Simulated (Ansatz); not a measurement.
`C[CH2][Ga]([OH])[F]` + HCl → `[OH][Ga]([F])[Cl]` + `CC` at 500 K and 1 bar (ligand exchange at a Ga–C bond).

Program: Ansatz. Geometries: PBE0-D4/def2-TZVP. ΔE: electronic, gas phase. CBS: MP2 limit from def2 TZ/QZ plus the TZ coupled-cluster correction, frozen cores. This one scheme is used for every species. For Ga outer-core shells are correlated without core-valence functions, which leaves a few kJ/mol of doubt a bond. Scalar relativity is left out up to krypton. Each species was taken in one conformer, which may not be the lowest.

```
              species  CCSD(T)/CBS energy (Eh)  H − E (kJ/mol)  S (J/(mol·K))
`C[CH2][Ga]([OH])[F]`              -2178.71042           261.3          436.7
                  HCl               -460.38127            32.5          201.9
  `[OH][Ga]([F])[Cl]`              -2559.41427            79.1          367.6
                 `CC`                -79.71954           220.5          259.9
```

H − E and S are ideal-gas, rigid-rotor, harmonic terms from PBE0-D4/def2-TZVP, for one conformer and one mirror image of each species. 1 Eh = 2625.50 kJ/mol, R = 8.31446 J/(mol·K).

By hand: ΔE, ΔH, ΔS and ΔG.

ΔE = (-2559.41427) + (-79.71954) − (-2178.71042) − (-460.38127) = -0.04212 Eh = -110.6 kJ/mol. Δ(H − E) = 79.1 + 220.5 − 261.3 − 32.5 = 5.8, so ΔH = -104.8 kJ/mol. ΔS = 367.6 + 259.9 − 436.7 − 201.9 = -11.1 J/(mol·K). ΔG = -104.8 − 500 × (-11.1)/1000 = -99.2 kJ/mol.

By hand: the equilibrium constant, and the temperature at which ΔG would vanish if ΔH and ΔS stayed fixed.

log₁₀ K = −ΔG/(RT ln 10) = 10.4. ΔG = 0 at ΔH/ΔS = 9441 K, far beyond where these terms or the molecules hold.

The number of gas molecules stays the same, so ΔS is small and ΔH decides. A doubt of 5 kJ/mol in ΔE shifts log₁₀ K by 0.5 here. Other conformers and mirror images would add mixing entropy, several J/(mol·K) or more a flexible species. Modes under 60 cm⁻¹, often nearly free rotors, make the harmonic entropy too high. These are equilibria of isolated gas molecules and say nothing of rates. Largest T1 diagnostic: 0.014 (customary marks: 0.02 for closed shells, 0.045 for open ones).
